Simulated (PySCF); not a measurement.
AsF2GaH2, SMILES [Ga]([F])([AsH2])[F]. Atoms are numbered in the order given.

```xyz
6

Ga    -0.7814    -0.0098     0.0000
As     1.5978     0.0630     0.0000
H      1.6133    -0.9913     1.1008
H      1.6133    -0.9913    -1.1008
F     -1.7628     0.0115    -1.4478
F     -1.7628     0.0115     1.4478
```

Geometry optimised at r2SCAN-D4/def2-SVP. The structure was generated by enumeration; whether it is a known compound was not checked.

Calculation: PySCF with PBE/pcSseg-1.

GIAO shieldings, no solvent; atoms alike by connectivity are averaged. δ = σ(ref) − σ: ⁷⁵As against AsH3 (σ = 1870.9 ppm); ¹H against TMS (σ = 31.49 ppm); ¹⁹F against CFCl3 (σ = 133.6 ppm), references at their B3LYP-D3(BJ)/def2-TZVP geometries, non-relativistic.

```tsv
atoms	nucleus	count	δ (ppm)
As2	⁷⁵As	1	(withheld)
H3, H4	¹H	2	2.20
F5, F6	¹⁹F	2	-101.6
```

Question: What belongs in the gaps? (An estimate is asked for; the answer gives what the named calculation found.)

Answer: 
- As2, δ (ppm): -104.2
